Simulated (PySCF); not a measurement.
Correlation energy of Ti (titanium, neutral)

[Ar] 3d3 4s1, high-spin 5F determinant (an excited configuration). Calculation: PySCF 2.14, in x2c-QZVPPall (11s7p5d3f2g, 96 functions); scalar relativity by spin-free X2C-1e. Frozen: [Ar]; 4 electrons correlated.

```json
{"level": "CCSD", "correlation energy (mhartree)": "-41.66"}
{"level": "(T)", "correlation energy (mhartree)": "-1.08"}
{"level": "CCSD(T)", "correlation energy (mhartree)": "-42.74"}
```

Diagnostics: T1 = 0.020, D1 = 0.0291, largest double amplitude 0.034.

Cost of the coupled-cluster step: of the order of 13 core-seconds, for 4 correlated electrons.
